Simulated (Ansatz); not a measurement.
Correlation energies of CuH2N (`[NH2][Cu]`) by basis set

```xyz
4

N    -0.2217    0.0217   -0.3477
Cu    0.4228    1.1553    0.9367
H    -0.7778   -0.6857    0.1312
H     0.5767   -0.4912   -0.7201
```

Total charge 0; spin multiplicity 1. For Cu the d shell is correlated and the shells below it are frozen. Scalar relativity is left out up to krypton. Geometry: relaxed with PBE0-D4/def2-TZVP. Frozen core, restricted reference, Ansatz.

```
     basis      HF (Eh)  MP2 corr.
  def2-SVP  -1694.22847   -0.49488
def2-TZVPP  -1694.53522   -0.74573
def2-QZVPP  -1694.57978   -0.79189
```

Question: Estimate the CCSD correlation energy and the (T) correction in each basis where they were run (hartree).

Answer: 
| basis | CCSD corr. | (T) |
| --- | --- | --- |
| def2-SVP | -0.46913 | -0.01842 |
| def2-TZVPP | -0.68063 | -0.03004 |
| def2-QZVPP | -0.71962 | -0.03568 |
